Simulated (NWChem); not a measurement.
# C$_{2}$H$_{5}$Al; SMILES C=[CH][AlH2]

```xyz
8

Al     0.0740     1.1994     0.0001
H      1.6451     1.4591    -0.0019
H     -0.9574     2.4107     0.0022
C     -0.5203    -0.6534     0.0001
C      0.3753    -1.6565     0.0000
H     -1.5811    -0.9423     0.0004
H      0.0847    -2.7157     0.0004
H      1.4571    -1.4685    -0.0004
```
Atoms are numbered in this order, from 1.

Program: NWChem. Pople sets run with spherical d functions. Coordinates come from a PBE0/def2-SVP optimisation. Vzz is the largest principal value of the second derivative of the potential at the nucleus (NWChem prints the opposite sign); η is the asymmetry. Non-relativistic.

```csv
level,Vzz Al1 (a.u.),η Al1
CAM-B3LYP/6-31G*,1.151,0.05
CAM-B3LYP/cc-pVTZ,1.523,0.08
PBE0/def2-TZVP,1.456,0.05
PBE0/6-31G*,___,0.04
```

### Question
Fill in the missing entries.

### Answer

- PBE0/6-31G*, Vzz Al1 (a.u.): 1.133
